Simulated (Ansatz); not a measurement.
Coupled-cluster diagnostics for Sn₃Bi₂, Ansatz.

Geometry of the singlet (PBE-D4/def2-SVP):

```xyz
5

Bi    0.0710    0.7556    2.1872
Bi    1.2233    1.2933   -0.5552
Sn   -0.1707   -0.8615   -2.1432
Sn   -1.8154    0.4542   -0.0657
Sn    0.6919   -1.6415    0.5769
```

In the def2 sets Bi, Sn take a core potential; there is no spin–orbit coupling. Correlated methods freeze 20 core orbitals; core or outer-core shells of Bi, Sn are correlated, in sets that lack core-valence functions. Another isomer (singlet) lies 0.21 eV lower at PBE0-D4/def2-TZVP; other spin states weren't run for this one.

(1) Estimate the CCSD(T) correlation energy, the shares of MP2 and (T), T1 and the reference's ⟨S²⟩ for: charge 0, singlet, own geometry in def2-SVP; and the rough time on 4 threads of Intel Xeon on a shared host.

Answers

(1) 
| state | basis | correlation (eV) | MP2 share (%) | (T) share (%) | T1 | ⟨S²⟩ (pure) | wall time |
| --- | --- | --- | --- | --- | --- | --- | --- |
| charge 0, singlet, own geometry | def2-SVP | -16.011 | 94.5 | 6.7 | 0.013 | 0.00 (0.00) | 96 s |
Customary marks for T1 are 0.02 (closed shells), 0.045 (open shells) and about 0.05 (3d metals). T1 stays under 0.02 throughout.
